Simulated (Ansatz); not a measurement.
```xyz
8

Li   -0.9240   -0.9240   -0.9240
F    -1.0249   -1.0249    1.0249
F    -1.0249    1.0249   -1.0249
Li   -0.9240    0.9240    0.9240
F     1.0249   -1.0249   -1.0249
Li    0.9240   -0.9240    0.9240
Li    0.9240    0.9240   -0.9240
F     1.0249    1.0249    1.0249
```

Basis set: 6-31G* (spherical functions). Frozen core: 4 orbitals. Charge 0, multiplicity 1.

Computed with Ansatz (development build ahead of 0.2.0); each method stands on the lowest determinant of its kind that the runs found. Restricted open shells among the atoms or ions are ROHF, correlated in semicanonical orbitals with singles.

(1) Give the atomization energy at this shape (free ground-state atoms in the same class of orbitals less the molecule, no zero-point energy) of singlet Li4F4 by RHF-MP2, RHF.

Answers

(1)

```csv
method,atomization energy
RHF-MP2,31.60 eV
RHF,23.88 eV
```

Caution: the shape is not the minimum.
